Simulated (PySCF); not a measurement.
Delta-SCF ions had no search for a lower state. Excitations are Tamm–Dancoff values on a coarser integration grid. The basis has no diffuse functions, so Rydberg states are missing or too high.

Species: BI₃, SMILES `IB(I)I` (charge 0, multiplicity 1).

Give the brightest of the four lowest singlets (TDA), vertical ionisation energy (Delta-SCF), dipole moment, LUMO and T1 excitation (TDA) at the level ωB97X-D3(BJ)/def2-TZVP // PBE0-D3(BJ)/def2-TZVP (PySCF).


* **brightest of the four lowest singlets (TDA)**: 5.08 eV
* **vertical ionisation energy (Delta-SCF)**: 9.67 eV
* **dipole moment**: 0.000 e·Å
* **LUMO**: -0.55 eV
* **T1 excitation (TDA)**: 3.91 eV
